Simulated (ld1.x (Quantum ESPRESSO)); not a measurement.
## Building the PAW potential for Ge (LDA (PZ), scalar-relativistic).

```json
{"Element": "germanium", "Generator": "ld1.x (Quantum ESPRESSO) 7.5", "Type": "PAW", "Functional": "LDA (PZ)", "Relativity": "scalar-relativistic", "Frozen core": "[Ar]", "Valence charge": "14", "Reference configuration": "3d10 4s1.5 4p2.5", "Partial waves": "4s (bound): rcut 1.55, rcutus 1.85 bohr; 4s channel at -0.5 Ry: rcut 1.55, rcutus 1.85 bohr; 4p (bound): rcut 1.40, rcutus 1.65 bohr; 4p channel at 0.8 Ry: rcut 1.40, rcutus 1.65 bohr; 3d (bound): rcut 0.60, rcutus 0.85 bohr; 3d channel at -1.4 Ry: rcut 0.60, rcutus 0.85 bohr", "Local potential": "all-electron potential smoothed inside 0.70 bohr (lloc = -1)", "Core correction": "Bessel-smoothed model core inside 0.55 bohr", "Augmentation charge": "PSQ, radius 0.65 bohr"}
```

All-electron outer shells of the reference configuration (LDA (PZ), scalar-relativistic, ld1.x):

```csv
shell,level (eV),outermost node (bohr),outermost maximum (bohr)
3s,-168.64,0.26,0.54
3p,-116.28,0.23,0.54
3d,-30.43,–,0.50
4s,-12.45,0.77,1.73
4p,-4.40,0.82,2.16
```

Q: Does the generator finish with these settings?

A: Yes, a potential is produced and its reference levels are reproduced.

Q: Does the potential have ghost states?

A: Ghost state, extra bound levels that the all-electron valence spectrum of the same l lacks: p at -97.7 eV (s not tested). A true bound ghost makes a file unfit for plane-wave use.

Q: Is the overlap operator S = 1 + Σ q|β⟩⟨β| positive definite (Bessel basis up to 400 Ry)?

A: No: its lowest eigenvalue is -0.026, in the s channel, so the generalised eigenproblem breaks down once the basis is large enough.

Its largest configuration-test error is -0.6 meV (3d10 4s2 4p1). Test run stopped at test 3 of 9 (negative rho).

Its overlap operator is not positive definite in a basis up to 400 Ry (lowest eigenvalue s -0.03), so the file is unfit for use: the generalised eigenproblem breaks down once the basis is large enough, and its test numbers describe a broken file.
